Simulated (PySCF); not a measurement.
methanol (CH$_{4}$O), singlet, at a GFN2-xTB geometry; PySCF with HSE06/def2-SVP.

Here is a job for PySCF.
```python
from pyscf import gto, scf, dft

mol = gto.Mole()
mol.atom = '''
    C    -0.057749    0.657503    0.006238
    O    -0.034981   -0.748578   -0.007589
    H    -1.106104    0.950101    0.004072
    H     0.880174   -1.047950   -0.006134
    H     0.421826    1.061888    0.904334
    H     0.430444    1.079565   -0.878988
'''
mol.basis = 'def2-svp'
mol.charge = 0
mol.spin = 0
mol.verbose = 4
mol.build()

mf = dft.RKS(mol)
mf.xc = 'hse06'
mf.kernel()
```

Question: What does PySCF print? Leave out banner, timings and long lists.

Answer: 
```
PySCF version 2.14.0

[INPUT] verbose = 4
[INPUT] num. atoms = 6
[INPUT] num. electrons = 18
[INPUT] charge = 0
[INPUT] spin (= nelec alpha-beta = 2S) = 0
[INPUT] symmetry False subgroup None
[INPUT] Mole.unit = angstrom
[INPUT] Symbol           X                Y                Z      unit          X                Y                Z       unit  Magmom
[INPUT]  1 C     -0.057749000000   0.657503000000   0.006238000000 AA   -0.109129793968   1.242500596080   0.011788111565 Bohr   0.0
[INPUT]  2 O     -0.034981000000  -0.748578000000  -0.007589000000 AA   -0.066104509563  -1.414607402875  -0.014341131559 Bohr   0.0
[INPUT]  3 H     -1.106104000000   0.950101000000   0.004072000000 AA   -2.090233625286   1.795430680675   0.007694964779 Bohr   0.0
[INPUT]  4 H      0.880174000000  -1.047950000000  -0.006134000000 AA    1.663287801963  -1.980338492238  -0.011591580048 Bohr   0.0
[INPUT]  5 H      0.421826000000   1.061888000000   0.904334000000 AA    0.797135612221   2.006677494962   1.708943585132 Bohr   0.0
[INPUT]  6 H      0.430444000000   1.079565000000  -0.878988000000 AA    0.813421271962   2.040082183666  -1.661046586779 Bohr   0.0

nuclear repulsion = 40.5175273903249
number of shells = 24
number of NR pGTOs = 76
number of NR cGTOs = 48
basis = def2-svp
ecp = {}

******** <class 'pyscf.dft.rks.RKS'> ********
method = RKS
initial guess = minao
damping factor = 0
level_shift factor = 0
DIIS = <class 'pyscf.scf.diis.CDIIS'>
diis_start_cycle = 1
diis_space = 8
diis_damp = 0
SCF conv_tol = 1e-09
SCF conv_tol_grad = None
SCF max_cycles = 50
direct_scf = True
direct_scf_tol = 1e-13
XC library pyscf.dft.libxc version 7.1.2
    S. Lehtola, C. Steigemann, M. J. T. Oliveira, and M. A. L. Marques,  SoftwareX 7, 1–5 (2018)
XC functionals = hse06
    J. Heyd, G. E. Scuseria, and M. Ernzerhof,  J. Chem. Phys. 118, 8207 (2003)
    J. Heyd, G. E. Scuseria, and M. Ernzerhof,  J. Chem. Phys. 124, 219906 (2006)
    A. V. Krukau, O. A. Vydrov, A. F. Izmaylov, and G. E. Scuseria,  J. Chem. Phys. 125, 224106 (2006)
radial grids:
    Treutler-Ahlrichs [JCP 102, 346 (1995); DOI:10.1063/1.469408] (M4) radial grids

becke partition: Becke, JCP 88, 2547 (1988); DOI:10.1063/1.454033
pruning grids: <function nwchem_prune>
grids dens level: 3
symmetrized grids: False
atomic radii adjust function: <function treutler_atomic_radii_adjust>
small_rho_cutoff = 0
Set gradient conv threshold to 3.16228e-05
Initial guess from minao.
tot grids = 67432
init E= -115.514834552527
  HOMO = -0.361353966214371  LUMO = 0.00739269399893017  gap/eV = 10.03411
cycle= 1 E= -115.441341172356  delta_E= 0.0735  |g|= 0.589  |ddm|= 2.16
  HOMO = -0.125822071728976  LUMO = 0.0698715680954582  gap/eV = 5.32510
cycle= 2 E= -115.37437218525  delta_E= 0.067  |g|= 0.839  |ddm|= 1.13
  HOMO = -0.263139418521166  LUMO = 0.052994337080015  gap/eV = 8.60244
cycle= 3 E= -115.507154873175  delta_E= -0.133  |g|= 0.0454  |ddm|= 0.711
  HOMO = -0.262555160195401  LUMO = 0.0534382152091148  gap/eV = 8.59862
cycle= 4 E= -115.507508192299  delta_E= -0.000353  |g|= 0.0201  |ddm|= 0.0451
  HOMO = -0.26121753937462  LUMO = 0.0542725461718203  gap/eV = 8.58492
cycle= 5 E= -115.50760573496  delta_E= -9.75e-05  |g|= 0.0039  |ddm|= 0.0191
  HOMO = -0.261678140258597  LUMO = 0.0540193918580738  gap/eV = 8.59057
cycle= 6 E= -115.507609302067  delta_E= -3.57e-06  |g|= 0.000197  |ddm|= 0.00302
  HOMO = -0.261681393681511  LUMO = 0.0540298769749974  gap/eV = 8.59094
cycle= 7 E= -115.507609334564  delta_E= -3.25e-08  |g|= 4.48e-05  |ddm|= 0.000255
  HOMO = -0.261687904970261  LUMO = 0.0540254763494632  gap/eV = 8.59100
cycle= 8 E= -115.507609312606  delta_E= 2.2e-08  |g|= 5.44e-06  |ddm|= 5.13e-05
  HOMO = -0.261687470161591  LUMO = 0.0540259623758437  gap/eV = 8.59100
cycle= 9 E= -115.507609312612  delta_E= -5.34e-12  |g|= 9.09e-07  |ddm|= 4.85e-06
  HOMO = -0.261687326023954  LUMO = 0.0540259285612423  gap/eV = 8.59100
Extra cycle  E= -115.507609312614  delta_E= -2.19e-12  |g|= 6.89e-07  |ddm|= 1.13e-06
converged SCF energy = -115.507609312614
```
